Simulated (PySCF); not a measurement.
C5H15SSi2 (SMILES C[Si](C)S[Si](C)(C)C), doublet, at a GFN2-xTB geometry. Base run: PBE0/STO-3G (PySCF).

Here is a job for PySCF.
```python
from pyscf import gto, scf, dft

mol = gto.M(
    atom='''
C     2.27982893    1.45220088   -1.18900881
Si    1.79304246   -0.19160751   -0.35023730
C     3.27416118   -0.91484965    0.60267081
S     0.23603998    0.20138557    1.13194442
Si   -1.59908223   -0.08893762    0.00950659
C    -1.60305935    1.02219731   -1.53753624
C    -1.70278337   -1.91660868   -0.51378250
C    -3.00073635    0.38638542    1.20194652
H     1.44299898    1.90746138   -1.70918053
H     2.62686229    2.16013378   -0.43826351
H     3.08098887    1.30359946   -1.90630004
H     3.01437803   -1.84673635    1.09456145
H     4.11310705   -1.10391006   -0.05980979
H     3.59921594   -0.21605138    1.37097516
H    -0.85289492    0.70173759   -2.25484936
H    -1.39874948    2.05742002   -1.28124988
H    -2.56875754    0.99010428   -2.03177925
H    -1.67999968   -2.57201311    0.35142387
H    -2.62180868   -2.11520663   -1.05573329
H    -0.86922933   -2.18978299   -1.15501555
H    -3.97372896    0.23450211    0.74455706
H    -2.96004790   -0.21097355    2.10774044
H    -2.92888372    1.42922661    1.49630364
''',
    basis='sto-3g',
    spin=1,
    verbose=4,
)

mf = dft.UKS(mol)
mf.xc = 'pbe0'
mf.kernel()
mf.analyze()
```

The base run was repeated with changes; each row names its change, and settings that it needs were set with it.

```
change                                                                                                                  ΔE vs base (mEh)  fitting functions  dipole (D)
----------------------------------------------------------------------------------------------------------------------  ----------------  -----------------  ----------
base                                                                                                                               0.000                  -        1.40
auxbasis = cc-pvdz-jkfit                                                                                                          -0.665               1031        1.40
auxbasis = def2-tzvp-ri                                                                                                          -30.120                944        1.40
auxbasis = even-tempered beta=2.0                                                                                                -13.011                571        1.40
auxbasis = even-tempered beta=1.6                                                                                                -11.869                797        1.40
only_dfj = on; auxbasis = def2-universal-jfit                                                                                     -5.665                563        1.40
auxbasis = cc-pvtz-jkfit                                                                                                          -0.596               1208        1.40
auxbasis = cc-pvtz-ri                                                                                                            -20.986               1221        1.40
auxbasis = even-tempered beta=3.0                                                                                                -42.405                363        1.42
exchange = seminumerical (SGX) (with mf = sgx.sgx_fit(mf, auxbasis='def2-universal-jfit'); with mf.with_df.dfj = True)            -5.673                563        1.40
```

A fitting set is made for a task (jfit for Coulomb, jkfit for Coulomb and exchange, ri for correlation) and for a family of orbital bases.

Open shells are given as the SCF converged; they aren't shown to be the lowest states, and a large step between rows can be another state.
